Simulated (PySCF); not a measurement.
C₇H₉NO₂.
Numbering: `[NH2:1][C:2](=[O:3])[C@@H:4]1[CH2:5][CH:6]=[CH:7][C:8](=[O:9])[CH2:10]1` (hydrogens: H11, H12 on N1; H13 on C4; H14, H15 on C5; H16 on C6; H17 on C7; H18, H19 on C10)

Cartesian coordinates in Å at the PBE0-D3(BJ)/def2-SVP level; atoms count from 1:
```xyz
19
C7H9NO2 angstrom
N     -2.7469    0.5314   -0.5248
C     -1.8664   -0.2495    0.1506
O     -2.1851   -0.9245    1.1081
C     -0.4307   -0.1834   -0.3594
C      0.3274   -1.4526    0.0025
C      1.7971   -1.3252   -0.2209
C      2.4360   -0.1483   -0.3345
C      1.7299    1.1375   -0.1843
O      2.2893    2.2027   -0.3288
C      0.2705    1.0489    0.2202
H     -3.6998    0.5861   -0.1900
H     -2.4697    1.1023   -1.3094
H     -0.4452   -0.0819   -1.4596
H      0.1207   -1.6967    1.0610
H     -0.0664   -2.3112   -0.5649
H      2.3737   -2.2540   -0.2928
H      3.5116   -0.0874   -0.5183
H     -0.2212    1.9897   -0.0658
H      0.2420    0.9949    1.3242
```

Computed with PySCF at PBE0/pcSseg-1, non-relativistic, on one gas-phase PBE0-D3(BJ)/def2-SVP geometry that isn't relaxed in the solvent. The solvent is an IEF-PCM continuum (Bondi radii, 1.10 Å for H, scaled by 1.2). Specific hydrogen bonds and non-electrostatic terms are outside this model.

```tsv
run	E − E(gas) (kcal/mol)	HOMO (eV)	HOMO–LUMO gap (eV)	dipole (D)
gas	0.00	-7.15	5.55	3.03
P	-13.47	-7.24	5.69	4.08
Q	-11.40	-7.22	5.67	3.90
```

**Question.** The runs were made in dichloromethane and water. Which run belongs to which solvent?

**Answer.** P = water, Q = dichloromethane. The dielectric constants are 8.93 (dichloromethane), 78.36 (water), and the energy falls further as ε rises. In this model the ground state sees the solvent through ε alone.

**Question.** How constant is the ratio of the lowering to (ε − 1)/(2ε + 1)?

**Answer.** 
```json
{"solvent": "dichloromethane", "(ε − 1)/(2ε + 1)": "0.420", "E − E(gas) (kcal/mol)": "-11.40", "ratio (kcal/mol)": "-27.1", "polarisation term (kcal/mol)": "-13.26"}
{"solvent": "water", "(ε − 1)/(2ε + 1)": "0.490", "E − E(gas) (kcal/mol)": "-13.47", "ratio (kcal/mol)": "-27.5", "polarisation term (kcal/mol)": "-16.10"}
```

The ratio changes by +1.3 % in size from dichloromethane to water. The polarisation term is half the interaction of the solute with the induced surface charges.

The run took 65 s on Arm Neoverse N1, one thread, shared host. This is the whole shielding run at PBE0/pcSseg-1 in water, SCF included.
